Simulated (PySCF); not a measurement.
Species: C9H8O2.
SMILES with atom numbers: `[CH:1]#[C:2][C@@:3]12[CH2:4][CH:5]=[CH:6][C@@H:7]1[C@H:8]2[O:9][CH:10]=[O:11]`

Cartesian coordinates in Å at the GFN2-xTB level; atoms count from 1:
```
atom  x, y, z in Å
C1    -0.6346    2.8556   -0.8947
C2    -0.5564    1.7033   -0.5752
C3    -0.4783    0.3362   -0.1891
C4    -1.7094   -0.3303    0.4173
C5    -1.6372   -1.7395   -0.0967
C6    -0.6070   -1.9393   -0.9089
C7     0.2242   -0.7225   -1.0351
C8     0.8428   -0.2511    0.2513
O9     1.9960    0.5512    0.1381
C10    2.6954    0.7684    1.2369
O11    2.4625    0.3556    2.3348
H12   -0.7049    3.8634   -1.1752
H13   -1.6920   -0.2966    1.5089
H14   -2.6243    0.1665    0.0838
H15   -2.3758   -2.4706    0.1817
H16   -0.3644   -2.8509   -1.4248
H17    0.7323   -0.4840   -1.9566
H18    0.8574   -0.9027    1.1186
H19    3.5638    1.3965    0.9773
```

NICS = −σ at a ghost point: NICS(0) at the centroid of the ring atoms, NICS(1) 1 Å to either side along the normal of their mean plane, zz for the tensor component along that normal. Level: GIAO PBE0/pcSseg-1 (PySCF, non-relativistic, gas phase) on the GFN2-xTB geometry, one conformer.

Rings: 1. C3–C4–C5–C6–C7; 2. C3–C7–C8.

```
set  NICS(0)  NICS(1), two faces  NICS(1)zz, two faces
  P    -38.6         -8.3 / -7.0         -20.8 / -16.3
  Q     -6.0         -2.6 / -6.5           -2.6 / -4.0
```

Which set (ppm) belongs to which ring?

P = 2, Q = 1.
- 1 (5-membered carbocycle; formal bonds 1 double, 4 single): mean NICS(1)zz -3.3 ppm, shielded. C3, C4, C7 have four or more neighbours, so the value isn't read as a sign of a π ring current.
- 2 (3-membered carbocycle; formal bonds all single): mean NICS(1)zz -18.5 ppm, shielded. C3, C7, C8 have four or more neighbours, so the value isn't read as a sign of a π ring current.

How do the rings differ in shape?

| ring | bond lengths (Å) | rms pucker (Å) | HOMA | nearest outside atom to a NICS(1) probe (Å) |
| --- | --- | --- | --- | --- |
| 1 | 1.526, 1.502, 1.327, 1.479, 1.526 | 0.01 | – | hydrogen 1.37 |
| 2 | 1.526, 1.503, 1.511 | 0.00 | – | hydrogen 1.49 |

On an Arm Neoverse V1 with one thread, no GPU, on a shared host, this took 47 s wall. This is the whole shielding run at PBE0/pcSseg-1, SCF included.
